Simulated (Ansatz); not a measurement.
**Question.** Predict a relaxed structure of BMe2(OH) (C₂H₇BO), charge 0, singlet, at PBE0-D4/def2-SVP (Ansatz).

**Answer.** 
```tsv
atom	x (Å)	y (Å)	z (Å)
B1	-0.1926	-0.2375	0.2595
C2	-0.6316	1.2522	0.5185
H3	0.2326	1.9346	0.5640
H4	-1.2278	1.3663	1.4351
H5	-1.2457	1.6019	-0.3303
C6	0.8579	-0.6115	-0.8627
H7	0.9867	-1.6926	-1.0355
H8	1.8450	-0.1975	-0.5921
H9	0.5914	-0.1411	-1.8236
O10	-0.7588	-1.1939	1.0447
H11	-0.4572	-2.0809	0.8223
```
 This is one stationary point.
